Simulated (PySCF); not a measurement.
A side-by-side comparison of computed properties.

First species: 2-propyl-1,3-dioxolane, C6H12O2.
InChI=1S/C6H12O2/c1-2-3-6-7-4-5-8-6/h6H,2-5H2,1H3

Second species: C3H7FSi.
SMILES: `F[SiH]1CCC1`

Levels: CAM-B3LYP/def2-SVPD for HOMO energy, LUMO energy, HOMO–LUMO gap and static isotropic polarisability; TDDFT CAM-B3LYP/def2-SVPD for lowest singlet excitation; TDA CAM-B3LYP/def2-SVPD for lowest triplet excitation (Tamm–Dancoff); ΔSCF CAM-B3LYP/def2-SVPD for vertical ionisation energy. Geometries: PBE0-D3(BJ)/def2-SVP. All species are isolated and taken at one optimised geometry, non-relativistic unless stated; the electronic structure was computed with PySCF and density fitting.

```tsv
property	column X	column Y
HOMO energy	-9.09 eV	-9.56 eV
LUMO energy	1.39 eV	1.30 eV
HOMO–LUMO gap	10.48 eV	10.86 eV
lowest singlet excitation	7.47 eV	7.52 eV
lowest triplet excitation (Tamm–Dancoff)	7.25 eV	7.10 eV
static isotropic polarisability	79.8 au	58.4 au
vertical ionisation energy	9.90 eV	10.44 eV
```

**Question.** Which column belongs to which species?

**Answer.** Column X is the first species and column Y the second. The first has 20 atoms and 64 electrons, the second 12 and 48.

**Question.** How does each property change from the first species to the second?

**Answer.** HOMO energy -0.47 eV; LUMO energy -0.09 eV; HOMO–LUMO gap +0.38 eV; lowest singlet excitation +0.05 eV; lowest triplet excitation (Tamm–Dancoff) -0.15 eV; static isotropic polarisability -21.4 au; vertical ionisation energy +0.54 eV.

On the first: The 10 singlets span 7.47 to 8.99 eV, and their oscillator strengths add up to 0.22. The ΔSCF ionisation energy exceeds −ε(HOMO) by 0.81 eV with CAM-B3LYP.

On the second: S1 lies 3.34 eV below the HOMO–LUMO gap; its leading configuration is HOMO→LUMO, weight 0.89. The principal polarisabilities are 53.2, 58.0 and 64.1 au; their mean is the isotropic value.

One conformer stands for the species.
